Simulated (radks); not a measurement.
The numbers below are computed, except where a source is named.
Question: Mo IV, 39 electrons, occupied as [Kr] 4d3. Code: a radial shooting solver on a logarithmic mesh with Libxc functionals. Model: Dirac Kohn-Sham, PBE, spin-unpolarised, spherical densities, finite nucleus; open shells are shared between the two j in proportion to 2j + 1; Fermi nuclear charge, rms radius 4.4091 fm. Some entries of the table are withheld. Estimate them.

orbital  occ.  eigenvalue (hartree)  <r^2> (bohr^2)  r(max) (bohr)
1s1/2       2             -729.3000        0.001669        0.02287
2s1/2       2             -104.0234             (1)         0.1297
2p1/2       2             -95.79212         0.02099            (2)
2p3/2       4             -91.87621         0.02235            (3)
3s1/2       2             -18.70583          0.2106         0.3838
3p1/2       2             -15.57380          0.2087         0.3710
3p3/2       4             -14.92883          0.2190         0.3803
3d3/2       4              -9.39390          0.2053         0.3210
3d5/2       6              -9.27175          0.2086         0.3237
4s1/2       2              -3.53750           1.361         0.9867
4p1/2       2              -2.63724           1.624          1.049
4p3/2       4              -2.54231           1.701          1.073
4d3/2     1.2              -1.21541           3.013          1.303
4d5/2     1.8              -1.20486           3.058          1.313
5s1/2       0              -0.98092           8.173          2.475
5p1/2       0              -0.76942           10.70          2.830
5p3/2       0              -0.75477           11.07          2.885

Answer: 
(1) 2s1/2 <r^2> (bohr^2): 0.02779
(2) 2p1/2 r(max) (bohr): 0.1009
(3) 2p3/2 r(max) (bohr): 0.1048
